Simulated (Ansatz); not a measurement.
Born–Oppenheimer molecular dynamics of C2H3FSi (7 atoms, charge 0, multiplicity 1). It starts from a relaxed structure.

Computed with RKS PBE0-D4/cc-pVDZ (Ansatz).

```
ensemble                      : NVE (velocity Verlet)
time step                     : 1 fs
steps asked                   : 150
starting velocities drawn for : 50 K
masses                        : H 3.016 u
seed                          : 94925
```

First frame:

```xyz
7
Properties=species:S:1:pos:R:3
C -1.010 1.184 -0.039
C -0.155 0.184 -0.088
Si 0.962 -1.058 0.113
F 0.547 -2.638 -0.035
H -1.343 1.702 -0.949
H -1.434 1.551 0.906
H 2.432 -0.925 0.092
```

(1) How far do the bonds stretch over the last three quarters of this one trajectory? (Pairs bonded in most of those frames.)

## Answers

(1) 
```json
{"bond": "C1–C2", "mean (Å)": "1.316", "spread (Å)": "0.006", "shortest": "1.30", "longest": "1.33"}
{"bond": "C1–H5", "mean (Å)": "1.100", "spread (Å)": "0.008", "shortest": "1.08", "longest": "1.12"}
{"bond": "C1–H6", "mean (Å)": "1.099", "spread (Å)": "0.006", "shortest": "1.09", "longest": "1.11"}
{"bond": "C2–Si3", "mean (Å)": "1.682", "spread (Å)": "0.009", "shortest": "1.67", "longest": "1.70"}
{"bond": "Si3–F4", "mean (Å)": "1.640", "spread (Å)": "0.011", "shortest": "1.62", "longest": "1.66"}
{"bond": "Si3–H7", "mean (Å)": "1.476", "spread (Å)": "0.002", "shortest": "1.47", "longest": "1.48"}
```

Mean temperature of the second half: 25 K. The conserved energy stayed within 0.032 meV per atom of its start (net change 0.02 meV per atom), so the integration is sound. The temperature averaged 0.51 of the 50 K drawn at the start: a run that starts near a minimum puts about half its kinetic energy into the potential. A run of 0.15 ps of so small a system gives no equilibrium averages.

Time of the run: 10 min on 1 thread of Arm Neoverse N1 (shared host), peak memory 0.13 GiB.
